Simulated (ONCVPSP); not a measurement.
**u(r) = r·R(r): atom against pseudo-atom (rubidium)**

Columns: radius, all-electron u(r) and pseudo u(r) of the 4p shell (level -16.72 eV) of rubidium in the configuration [Ar] 3d10 4s2 4p6 4d0.5 5s0.5; PBE, scalar-relativistic, ONCV scheme, ONCVPSP 4.0.1.

```json
{"r (bohr)": "0.200", "all-electron": "-0.0477", "pseudo": "0.0425"}
{"r (bohr)": "0.400", "all-electron": "-0.3990", "pseudo": "0.1602"}
{"r (bohr)": "0.600", "all-electron": "-0.0884", "pseudo": "0.3264"}
{"r (bohr)": "0.800", "all-electron": "0.3292", "pseudo": "0.5053"}
{"r (bohr)": "1.000", "all-electron": "0.6301", "pseudo": "0.6615"}
{"r (bohr)": "1.200", "all-electron": "0.7914", "pseudo": "0.7689"}
{"r (bohr)": "1.400", "all-electron": "0.8431", "pseudo": "0.8165"}
{"r (bohr)": "1.600", "all-electron": "0.8229", "pseudo": "0.8077"}
{"r (bohr)": "1.800", "all-electron": "0.7616", "pseudo": "0.7564"}
{"r (bohr)": "2.000", "all-electron": "0.6810", "pseudo": "0.6802"}
{"r (bohr)": "2.200", "all-electron": "0.5947", "pseudo": "0.5947"}
{"r (bohr)": "2.400", "all-electron": "0.5108", "pseudo": "0.5108"}
{"r (bohr)": "2.600", "all-electron": "0.4335", "pseudo": "0.4335"}
{"r (bohr)": "2.800", "all-electron": "0.3646", "pseudo": "0.3646"}
{"r (bohr)": "3.000", "all-electron": "0.3047", "pseudo": "0.3047"}
{"r (bohr)": "3.200", "all-electron": "0.2534", "pseudo": "0.2534"}
{"r (bohr)": "3.400", "all-electron": "0.2098", "pseudo": "0.2098"}
{"r (bohr)": "3.600", "all-electron": "0.1731", "pseudo": "0.1731"}
{"r (bohr)": "3.800", "all-electron": "0.1424", "pseudo": "0.1424"}
{"r (bohr)": "4.000", "all-electron": "0.1169", "pseudo": "0.1169"}
{"r (bohr)": "4.200", "all-electron": "0.0958", "pseudo": "0.0958"}
{"r (bohr)": "4.400", "all-electron": "0.0784", "pseudo": "0.0784"}
{"r (bohr)": "4.600", "all-electron": "0.0640", "pseudo": "0.0640"}
{"r (bohr)": "4.800", "all-electron": "0.0523", "pseudo": "0.0523"}
{"r (bohr)": "5.000", "all-electron": "0.0427", "pseudo": "0.0427"}
{"r (bohr)": "5.200", "all-electron": "0.0348", "pseudo": "0.0348"}
```

(1) How many radial nodes do the two functions have?

(2) At about which radius was the pseudo-wave matched?

(3) Is the pseudo-wave norm-conserving?

Results:

(1) The all-electron 4p function has n − l − 1 = 2 (the table is too coarse to show those close to the nucleus); the pseudo-wave has 0, since the states of the same l below it are removed with the core.

(2) 2.30 bohr, where the columns begin to agree (steps of 0.20 bohr).

(3) Yes: the ONCV scheme keeps the norm inside the radius equal to the all-electron one, which fixes the energy derivative of the logarithmic derivative at the level.
